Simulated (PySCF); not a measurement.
## Diatomic cations of Cs with the alkali metals

CCSD(T) with double-zeta basis sets in PySCF, for the lowest determinant that a PBE0 search found; no spin–orbit coupling. De refers to high-spin ground-configuration atoms (the charge goes to the atom of lower measured ionisation energy or higher electron affinity, which is not always the lowest computed limit).

```csv
M,basis,"reference, frozen orbitals",charged atom,state (unpaired electrons),Re (Å),ωe (cm⁻¹),De (eV)
Li,def2-SVP,"UHF, 0",Cs+,doublet (σ ↑),4.434,113,0.35
Na,def2-SVP,"UHF, 1",Cs+,doublet (σ ↑),4.632,62.4,0.37
K,def2-SVP,"UHF, 5",Cs+,doublet (σ ↑),5.069,47.8,0.56
Rb,def2-SVP,"UHF, 0",Cs+,doublet (σ ↑),5.264,34.3,0.51
Cs,def2-SVP,"UHF, 0",Cs+,doublet (σ ↑),5.504,29.5,0.63
```

(1) By what factor does the well depth vary along the series?

Down a group the atoms grow and get heavier, so bonds lengthen and wavenumbers fall; this series shows no clear exception.

Correlated steps freeze the inner cores (0 to 5 orbitals); shallow outer-core shells are correlated. Weak bonds: CsLi⁺, CsNa⁺. Basis-set superposition, not corrected here, can be much of De in a small basis, most of all at correlated wavefunction levels. Spin–orbit coupling is left out. For an ion De counts to the pair picked by the measured ionisation energies or electron affinities, which need not be the lowest pair at this level. States were picked by a PBE0 search and need not be the measured ground states.

Results:

(1) At CCSD(T) it runs from 0.35 eV (CsLi⁺) to 0.63 eV (Cs₂⁺), a factor of 1.80.
